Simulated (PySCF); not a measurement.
PySCF job for Si(F)(NH2) (FH₂NSi), SMILES N[Si]F (connectivity only; charge and spin as stated), neutral, multiplicity 1, PBE0-D3(BJ)/def2-TZVP. Geometry: PBE0-D3(BJ)/def2-TZVP. The values are those of a single conformer.

```python
import numpy as np
from pyscf import gto, scf, dft, df
from pyscf.hessian import thermo

mol = gto.M(
    atom='''
    Si    0.62643636   -0.09782195    0.00000000
    F    -0.53364449   -1.23170964    0.00000000
    N    -0.37050200    1.28165715    0.00000000
    H    -1.38075767    1.26682898    0.00000000
    H     0.00696299    2.21646508    0.00000000
    ''',
    basis='def2-TZVP',
    charge=0,
    spin=0,
    max_memory=1600,
    verbose=3,
)
mf = dft.RKS(mol, xc='pbe0').density_fit(auxbasis='def2-universal-jkfit')
mf.disp = 'd3bj'
mf.grids.level = 3
mf.conv_tol = 1e-11
mf.max_cycle = 100
mf.kernel()

# [left out here: the lines that compute and print the analytic Hessian (its translational invariance restored by hand, since the grid's response is missing), thermochemistry and intensities]
```

Program output:

```
converged SCF energy = -445.156352066531

WARN: DFTD3 does not support analytical Hessian, using finite difference


WARN: Mole.unit (angstrom) is changed to Bohr

Mode                                 0                   1                   2
Irrep
Freq [cm^-1]                      309.1006            503.8332            518.8285
Reduced mass [au]                   3.4503              1.1758              1.1197
Force const [Dyne/A]                0.1942              0.1759              0.1776
Char temp [K]                     444.7270            724.9037            746.4787
Normal mode                   x     y     z       x     y     z       x     y     z
       0  Si                -0.08  0.01  0.00   -0.00  0.00 -0.00   -0.00 -0.00 -0.03
       1   F                 0.06 -0.12 -0.00    0.00 -0.00  0.02    0.00 -0.00  0.03
       2   N                 0.05  0.11  0.00    0.00  0.00 -0.10    0.00  0.00  0.06
       3   H                 0.04  0.40  0.00    0.00  0.00  0.23   -0.00  0.00 -0.89
       4   H                 0.30  0.01 -0.00    0.00 -0.00  0.89    0.00 -0.00  0.31
Mode                                 3                   4                   5
Irrep
Freq [cm^-1]                      718.8700            836.8797            872.8151
Reduced mass [au]                   1.6013              8.2505              5.4906
Force const [Dyne/A]                0.4876              3.4045              2.4644
Char temp [K]                    1034.2939           1204.0836           1255.7867
Normal mode                   x     y     z       x     y     z       x     y     z
       0  Si                 0.01  0.01 -0.00   -0.07 -0.10  0.00    0.09 -0.07  0.00
       1   F                -0.04 -0.08  0.00    0.12  0.10 -0.00   -0.03 -0.01 -0.00
       2   N                 0.07  0.11  0.00    0.01  0.06 -0.00   -0.13  0.13 -0.00
       3   H                 0.07 -0.50 -0.00    0.00 -0.14  0.00   -0.14  0.32  0.00
       4   H                -0.49  0.32  0.00   -0.20  0.14 -0.00   -0.05  0.11  0.00
Mode                                 6                   7                   8
Irrep
Freq [cm^-1]                     1562.6766           3570.7406           3685.8781
Reduced mass [au]                   1.1344              1.0499              1.0964
Force const [Dyne/A]                1.6322              7.8867              8.7762
Char temp [K]                    2248.3437           5137.5006           5303.1579
Normal mode                   x     y     z       x     y     z       x     y     z
       0  Si                -0.00  0.01 -0.00   -0.00  0.00  0.00    0.00  0.00  0.00
       1   F                -0.00 -0.00 -0.00    0.00  0.00 -0.00   -0.00 -0.00 -0.00
       2   N                 0.05 -0.07  0.00    0.04 -0.04 -0.00    0.06  0.05 -0.00
       3   H                 0.03  0.65 -0.00   -0.79 -0.03  0.00   -0.55  0.00  0.00
       4   H                -0.64  0.22 -0.00    0.23  0.52  0.00   -0.28 -0.72 -0.00
temperature 298.1500 [K]
pressure 101325.00 [Pa]
Rotational constants [GHz] 25.13217 8.64239 6.43093
Symmetry number 1
Zero-point energy (ZPE) 0.02866 [Eh]   75242.851 [J/mol]
                           tot       elec      trans        rot        vib
Entropy [J/mol/K]       270.121      0.000    160.439     96.056     13.626
Cv [J/mol/K]             50.423      0.000     12.472     12.472     25.480
Cp [J/mol/K]             58.738      0.000     20.786     12.472     25.480
Internal energy [J/mol]                      3718.434   3718.434  78073.225
Internal energy [Eh]   -445.12378  -445.15635
Enthalpy [J/mol]                             6197.391   3718.434  78073.225
Enthalpy [Eh]          -445.12284
Gibbs free energy [J/mol]                  -41637.425 -24920.585  74010.485
Gibbs free energy [Eh] -445.15351
mode   freq/cm-1   IR/(km/mol)
   1      309.10         7.115
   2      503.83       137.865
   3      518.83        74.180
   4      718.87         8.422
   5      836.88       143.115
   6      872.82       110.013
   7     1562.68        72.502
   8     3570.74        21.873
   9     3685.88        40.984
max |gradient| / (hartree/bohr): 0.00018210006699417633
APT charges: [ 0.9027 -0.593  -0.7087  0.1953  0.2037]
```

The run converged.

Cost: around 30 core-seconds (rough).
